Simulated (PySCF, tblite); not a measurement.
## Isomers of C26H16

All values: TDA PBE0/6-31G*, gas phase, PySCF SCF with an in-house response code, fitting set def2-universal-JFIT up to Ne and JKFIT beyond, grid level 1 (kernel 0), vertical, one conformer each, geometries GFN2-xTB; core orbitals frozen in the response, virtual orbitals above 1.5 Eh left out. The lowest 6 singlets were sought, and the brightest is taken among them. The runs took about 2 CPU minutes each on shared server CPUs. Energies are electronic, without zero-point or thermal terms, against the lowest isomer listed.

Some members have small gaps, where a closed-shell solution may not be the ground state.

Q: Rank these isomers by DFT energy, most stable first.
A. c1ccc2c(c1)ccc1ccc3ccc4ccc5ccccc5c4c3c12
B. c1ccc2c(c1)ccc1c2ccc2c3ccc4ccccc4c3ccc12
C. c1ccc2cc3cc4cc5cc6ccccc6cc5cc4cc3cc2c1

A: B (0.0 kcal/mol), A (17.0 kcal/mol), C (25.6 kcal/mol).

Q: Give energies, gaps and lowest singlets for all.

A: 
```json
{"isomer": "c1ccc2c(c1)ccc1c2ccc2c3ccc4ccccc4c3ccc12", "DFT energy / kcal/mol": "0.0", "GFN2-xTB energy / kcal/mol": "0.0", "HOMO-LUMO gap / eV": "4.38", "S1 / eV": "3.67", "f(S1)": "0.010"}
{"isomer": "c1ccc2cc3cc4cc5cc6ccccc6cc5cc4cc3cc2c1", "DFT energy / kcal/mol": "25.6", "GFN2-xTB energy / kcal/mol": "18.6", "HOMO-LUMO gap / eV": "1.99", "S1 / eV": "1.85", "f(S1)": "0.085"}
{"isomer": "c1ccc2c(c1)ccc1ccc3ccc4ccc5ccccc5c4c3c12", "DFT energy / kcal/mol": "17.0", "GFN2-xTB energy / kcal/mol": "5.7", "HOMO-LUMO gap / eV": "4.32", "S1 / eV": "3.41", "f(S1)": "0.001"}
```
